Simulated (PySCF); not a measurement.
H6OSi2, charge +1, doublet, at a GFN2-xTB geometry (a state made from the parent by changing its charge; the spin is typed, not shown lowest); HF/STO-3G (PySCF).

The PySCF input:
```python
from pyscf import gto, scf

mol = gto.Mole()
mol.atom = '''
    Si    1.58968807   -0.31912383    0.11186273
    O     0.01128648    0.04259495   -0.05898121
    Si   -1.59905322    0.28377995   -0.06292207
    H     1.94507558   -0.84035872   -1.22785096
    H     2.21573731    1.02067942    0.19327172
    H     1.73660238   -1.21029802    1.25307240
    H    -2.17744350   -0.45342710    1.05068702
    H    -1.97801718   -0.12352865   -1.43555598
    H    -1.70113435    1.76098778   -0.04694370
'''
mol.basis = 'sto-3g'
mol.charge = 1
mol.spin = 1
mol.verbose = 4
mol.build()

mf = scf.UHF(mol)
mf.level_shift = 0.3
mf.max_cycle = 100
mf.kernel()
mf.analyze()
```

The log (banner, timings and long lists left out):

```
PySCF version 2.14.0

[INPUT] verbose = 4
[INPUT] num. atoms = 9
[INPUT] num. electrons = 41
[INPUT] charge = 1
[INPUT] spin (= nelec alpha-beta = 2S) = 1
[INPUT] symmetry False subgroup None
[INPUT] Mole.unit = angstrom
[INPUT] Symbol           X                Y                Z      unit          X                Y                Z       unit  Magmom
[...]
nuclear repulsion = 159.052227964971
number of shells = 19
number of NR pGTOs = 87
number of NR cGTOs = 29
basis = sto-3g
ecp = {}

******** <class 'pyscf.scf.uhf.UHF'> ********
method = UHF
initial guess = minao
damping factor = 0
level_shift factor = 0.3
DIIS = <class 'pyscf.scf.diis.CDIIS'>
diis_start_cycle = 1
diis_space = 8
diis_damp = 0
SCF conv_tol = 1e-09
SCF conv_tol_grad = None
SCF max_cycles = 100
direct_scf = True
direct_scf_tol = 1e-13
number electrons alpha = 21  beta = 20
Set gradient conv threshold to 3.16228e-05
init E= -648.138087020975

cycle= 1 E= -648.203751686196  delta_E= -0.0657  |g|= 0.288  |ddm|= 2.23
cycle= 2 E= -648.296527874867  delta_E= -0.0928  |g|= 0.139  |ddm|= 0.451
cycle= 3 E= -648.32347964382  delta_E= -0.027  |g|= 0.103  |ddm|= 0.187
cycle= 4 E= -648.351426370858  delta_E= -0.0279  |g|= 0.0619  |ddm|= 0.25
cycle= 5 E= -648.363986297563  delta_E= -0.0126  |g|= 0.0283  |ddm|= 0.202
cycle= 6 E= -648.365946698147  delta_E= -0.00196  |g|= 0.0146  |ddm|= 0.0632
cycle= 7 E= -648.366623579335  delta_E= -0.000677  |g|= 0.00638  |ddm|= 0.0496
cycle= 8 E= -648.366754768769  delta_E= -0.000131  |g|= 0.00226  |ddm|= 0.027
cycle= 9 E= -648.366771339633  delta_E= -1.66e-05  |g|= 0.00099  |ddm|= 0.0102
cycle= 10 E= -648.366772832387  delta_E= -1.49e-06  |g|= 0.000294  |ddm|= 0.0023
cycle= 11 E= -648.366773010395  delta_E= -1.78e-07  |g|= 0.000116  |ddm|= 0.000771
cycle= 12 E= -648.366773032247  delta_E= -2.19e-08  |g|= 4.26e-05  |ddm|= 0.000241
cycle= 13 E= -648.366773035235  delta_E= -2.99e-09  |g|= 1.26e-05  |ddm|= 0.000101
cycle= 14 E= -648.366773035556  delta_E= -3.21e-10  |g|= 4.32e-06  |ddm|= 3.56e-05
Extra cycle  E= -648.366773035586  delta_E= -2.92e-11  |g|= 1.96e-06  |ddm|= 9.13e-06
converged SCF energy = -648.366773035586  <S^2> = 0.75890791  2S+1 = 2.0088882
**** SCF Summaries ****
Total Energy =                        -648.366773035585652
Nuclear Repulsion Energy =             159.052227964970740
One-electron Energy =                -1207.912135632172749
Two-electron Energy =                  400.493134631616385
Two-electron Coulomb Energy =          451.602777617811967
DFT Exchange-Correlation Energy =      -51.109642986195581
**** MO energy ****
                             alpha | beta                alpha | beta
[...]
To work with the spin densities directly, `use mulliken_meta_spin()` only printing them here.

 ** Mulliken spin pop alpha/beta on meta-lowdin orthogonal AOs **
 ** Mulliken Spin Density (per AO)  **
spin_pop of  0 Si 1s        0.00000
spin_pop of  0 Si 2s        0.00001
spin_pop of  0 Si 3s       -0.01648
spin_pop of  0 Si 2px      -0.00000
spin_pop of  0 Si 2py      -0.00000
spin_pop of  0 Si 2pz      -0.00000
spin_pop of  0 Si 3px      -0.03197
spin_pop of  0 Si 3py      -0.03001
spin_pop of  0 Si 3pz      -0.02051
spin_pop of  1 O 1s       -0.00001
spin_pop of  1 O 2s        0.03310
spin_pop of  1 O 2px       0.04524
spin_pop of  1 O 2py       0.58780
spin_pop of  1 O 2pz       0.33249
spin_pop of  2 Si 1s        0.00000
spin_pop of  2 Si 2s        0.00001
spin_pop of  2 Si 3s       -0.01648
spin_pop of  2 Si 2px      -0.00000
spin_pop of  2 Si 2py      -0.00000
spin_pop of  2 Si 2pz      -0.00000
spin_pop of  2 Si 3px      -0.02963
spin_pop of  2 Si 3py      -0.03171
spin_pop of  2 Si 3pz      -0.02116
spin_pop of  3 H 1s        0.05050
spin_pop of  4 H 1s        0.05159
spin_pop of  5 H 1s       -0.00242
spin_pop of  6 H 1s       -0.00242
spin_pop of  7 H 1s        0.05159
spin_pop of  8 H 1s        0.05050
 ** Mulliken Spin Density (per atom)  **
spin density of  0 Si =     -0.09898
spin density of  1 O =      0.99863
spin density of  2 Si =     -0.09898
spin density of  3 H =      0.05050
spin density of  4 H =      0.05159
spin density of  5 H =     -0.00242
spin density of  6 H =     -0.00242
spin density of  7 H =      0.05159
spin density of  8 H =      0.05050
 ** Mulliken pop alpha/beta on meta-lowdin orthogonal AOs **
 ** Mulliken pop       alpha | beta **
[...]
In total            21.00000 | 20.00000
 ** Mulliken atomic charges   ( Nelec_alpha | Nelec_beta ) **
charge of  0Si =      0.75751  (     6.57175      6.67073 )
charge of  1O =     -0.08685  (     4.54274      3.54411 )
charge of  2Si =      0.75751  (     6.57175      6.67073 )
charge of  3H =     -0.07028  (     0.56039      0.50989 )
charge of  4H =     -0.07015  (     0.56087      0.50928 )
charge of  5H =     -0.07366  (     0.53562      0.53804 )
charge of  6H =     -0.07366  (     0.53562      0.53804 )
charge of  7H =     -0.07015  (     0.56087      0.50928 )
charge of  8H =     -0.07028  (     0.56039      0.50989 )

WARN: System has nonzero charge 1; the dipole moment is origin-dependent.
Location of origin: [0. 0. 0.]

Dipole moment(X, Y, Z, Debye): -0.07490, -0.28266,  0.39140
```
